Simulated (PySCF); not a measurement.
HO4Re, triplet, geometry from GFN2-xTB (such geometries of metal compounds can be far from the true shape) (the multiplicity is a formal guess) (core potentials on Re). Base run: DF-PBE0/def2-TZVP in PySCF.

Input for PySCF:
```python
from pyscf import gto, scf, dft

mol = gto.Mole()
mol.atom = '''
    Re    0.01596475   -0.01455193   -0.11213261
    O     1.13316379    0.83995704   -0.98404227
    O     0.48841121   -0.31615502    1.61161311
    O    -0.48108850   -1.36603858   -0.92758806
    O    -1.15039449    0.86979573    1.09360555
    H    -1.11809237    0.87092139    2.06123907
'''
mol.basis = 'def2-tzvp'
mol.ecp = {'Re': 'def2-tzvp'}
mol.spin = 2
mol.verbose = 4
mol.build()

mf = dft.UKS(mol)
mf.xc = 'pbe0'
mf = mf.density_fit(auxbasis='def2-universal-jkfit')
mf.kernel()
```

Each row names what was changed in the base input (with any setting that the change needs).

| change | ΔE vs base (µEh) | SCF cycles | <S^2> | outcome |
|---|---|---|---|---|
| base | 0.0 | 17 | 2.010 | converged |
| init_guess = sap | 0.0 | 21 | 2.010 | converged |
| diis_space = 4 | 0.0 | 26 | 2.010 | converged |
| level_shift = 1.0 (with mf.max_cycle = 100) | 0.0 | 49 | 2.010 | converged |
| init_guess = huckel | 0.0 | 20 | 2.010 | converged |
| diis_space = 20 | 0.0 | 16 | 2.010 | converged |
| init_guess = atom | 0.0 | 18 | 2.010 | converged |
| solver = newton | 0.0 | - | 2.010 | converged |
| DIIS = EDIIS | - | 50 | - | not converged |
| level_shift = 0.3 (with mf.max_cycle = 100) | 0.0 | 24 | 2.010 | converged |
| conv_tol_grad = 1e-3 | 0.0 | 17 | 2.010 | converged |
| init_guess = vsap | - | - | - | input refused |
| level_shift = 0.1 (with mf.max_cycle = 100) | 0.0 | 19 | 2.010 | converged |

Open shells are given as the SCF converged; they aren't shown to be the lowest states, and a large step between rows can be another state.

- init_guess = vsap: ended with `AssertionError: ECP or PP not supported`
